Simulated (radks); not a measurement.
Neutral oxygen inside a hard spherical wall (all orbitals vanish at R), configuration held at [He] 2s2 2p4 and not refilled when levels cross. Method: scalar-relativistic Kohn-Sham, PBE, spin-polarised, spherical densities, point nucleus; open shells are filled with parallel spins first; computed with a radial shooting solver on a logarithmic mesh with Libxc functionals. Eigenvalues in eV for spin up, with the zero of energy where the potential of the charges vanishes at infinity; a dash marks a level that is unbound or too diffuse for the functional's potential to be trusted. A positive occupied level is held by the wall or, in an anion where self-interaction has pushed it up, behind a barrier. The pressure on the wall is -dE/dV.

R (bohr)	E (hartree)	kinetic (hartree)	e(1s)	e(2s)	e(2p)	e(3s, empty)	e(3p, empty)	pressure (GPa)
free	-75.05760	74.959	-514.81	-25.216	-10.224	-	-	0
12	-75.05760	74.959	-514.81	-25.216	-10.224	-	-	< 0.0001
10	-75.05760	74.959	-514.81	-25.216	-10.223	0.180	1.749	< 0.0001
7	-75.05735	74.961	-514.78	-25.190	-10.197	1.503	3.996	0.0193
4	-75.02068	75.181	-512.91	-23.960	-8.845	13.137	18.195	9.62
2.5	-74.39695	77.752	-499.31	-15.125	1.193	61.600	65.305	520
1.5	-68.50019	93.561	-446.28	35.004	50.317	270.77	240.68	17500
